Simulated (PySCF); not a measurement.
**How methods differ on the excitation energy of Cd⁺**

Cd⁺ [Kr] 4d10 5s1 (2S) → Cd⁺ [Kr] 4d9 5s1 5p1 (high-spin determinant), as a difference of total energies. Calculation: PySCF 2.14, in x2c-QZVPPall (13s8p7d4f2g, 118 functions); scalar relativity by spin-free X2C-1e. Correlated levels: valence: [Kr] frozen; valence and next inner shell: [Ar] 3d10 frozen. The calculations carry no spin-orbit coupling.

```
                                method  excitation energy (cm⁻¹)
                                   UHF                     98800
                                   LDA                    112950
                                   PBE                    110800
                                  PBE0                    109600
                                r2SCAN                    109180
                                 M06-L                    113550
                                   M06                    114420
                                M06-2X                    110900
                         MP2 (valence)                    113180
                     SCS-MP2 (valence)                    112680
    MP2 (valence and next inner shell)                    112120
SCS-MP2 (valence and next inner shell)                    111190
```

A first-order spin-orbit estimate (lowest level to lowest level, LS coupling) adds -0.165 eV.

The basis was made for the ground configuration and has no added diffuse functions, so the excitation energy can come out too high.

The determinant of the upper state mixes LS terms, which raises its energy above the lowest term, most at the Hartree-Fock and MP2 levels.
